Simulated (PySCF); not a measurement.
Bi (bismuth, neutral) across methods

[Xe] 4f14 5d10 6s2 6p2 6d1, one real determinant (an excited configuration). Computed with PySCF 2.14 in aug-cc-pV5Z-PP with ECP60MDF, with scalar relativity through the core potential.

```tsv
method	E (hartree)	mean ε 6s β (eV)	mean ε 6p α (eV)	mean ε 6d α (eV)	Σ⟨r²⟩ (bohr²)	⟨S²⟩
LDA	-214.0832	-17.085	-7.631	-0.645	96.59	3.751
r2SCAN	-214.4684	-16.814	-7.954	-0.619	97.81	3.753
PBE0	-214.3756	-17.667	-8.653	-0.968	98.30	3.752
PBE	-214.4026	-16.672	-7.550	-0.701	97.79	3.751
UHF	-213.34695	-19.468	-11.338	-1.490	101.6	3.757
```

⟨L²⟩ = 7.97 against 12 for a pure F term, so this real determinant mixes terms. Energies and moments cover only the electrons outside the core potential. Spin-orbit coupling is strong in this species (close to jj coupling), so the high-spin LS determinant is a model state, not a physical level. The outer electron is Rydberg-like, and this basis confines it to a smaller radius and binds it less than a complete one would.
